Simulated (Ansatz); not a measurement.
One elementary step

Start structure (GeAsH7S, singlet), relaxed at PBE0-D4/def2-TZVP:

```json
{"atom": "Ge1", "x (Å)": "-0.8780", "y (Å)": "-1.4116", "z (Å)": "0.9422"}
{"atom": "S2", "x (Å)": "0.7508", "y (Å)": "-0.1175", "z (Å)": "1.7405"}
{"atom": "H3", "x (Å)": "-0.5683", "y (Å)": "-1.8235", "z (Å)": "-0.5042"}
{"atom": "H4", "x (Å)": "-1.0243", "y (Å)": "-2.6622", "z (Å)": "1.8243"}
{"atom": "H5", "x (Å)": "-2.1395", "y (Å)": "-0.5467", "z (Å)": "1.0105"}
{"atom": "H6", "x (Å)": "0.6891", "y (Å)": "2.6850", "z (Å)": "-0.6414"}
{"atom": "As7", "x (Å)": "0.0218", "y (Å)": "1.5919", "z (Å)": "-1.4579"}
{"atom": "H8", "x (Å)": "1.7127", "y (Å)": "-1.0403", "z (Å)": "1.5755"}
{"atom": "H9", "x (Å)": "0.0884", "y (Å)": "2.4157", "z (Å)": "-2.7392"}
{"atom": "H10", "x (Å)": "1.3474", "y (Å)": "0.9093", "z (Å)": "-1.7504"}
```

The step: GeH₄S ([SH][GeH3]) + AsH₃ → GeAsH₅ ([GeH3][AsH2]) + H₂S; bonds formed: Ge1–As7, S2–H6; bonds broken: Ge1–S2, H6–As7. Computed with Ansatz 0.2.0 (basis: def2-TZVPP and def2-QZVPP); correlated methods freeze the cores. Filled d shells of the heavier atoms are correlated. The def2 sets are not built for correlating such inner shells, so the correlated values are less sure here. Extrapolation: Hartree–Fock as exp(−7.88 √X), correlation as X^−2.97. Energies below are by CCSD(T) at an estimated basis limit (MP2 extrapolated from triple and quadruple zeta, plus CCSD(T) − MP2 in triple zeta).

What are the electronic barrier and the energy of the step, from the start structure to the end structure? (To be estimated.)

Computed: Barrier 239.9 kJ/mol; step energy 7.2 kJ/mol (uphill); reverse barrier, their difference, 232.6 kJ/mol. Barrier and step energy count from the start structure, the reverse barrier from the end structure.

The saddle point: One imaginary mode of 926i cm⁻¹.
```tsv
pair	start (Å)	saddle (Å)	end (Å)
Ge1–As7	3.95	2.88	2.43
S2–H6	3.68	1.49	1.34
Ge1–S2	2.23	2.53	4.57
H6–As7	1.52	2.08	3.22
```

Zero-point energy (harmonic, PBE0-D4): ZPE is 145.7 kJ/mol at the start and 138.7 kJ/mol at the saddle, so the barrier goes from 239.9 to 232.8 kJ/mol.

No T1 diagnostic of these runs exceeds 0.014.

Labels in which every atom is bracketed show which atoms are joined, not bond orders.

For scale, one of the runs: CCSD(T)/def2-TZVPP, 236 basis functions, launched by `ansatz run in.yaml --threads 8 --pin off --events-out ev --progress --plain --max-ram 19148MiB`. Hardware: 8 CPU threads of an Arm Neoverse V2, shared host. Wall time 96 s; peak host memory 4.2 GiB.
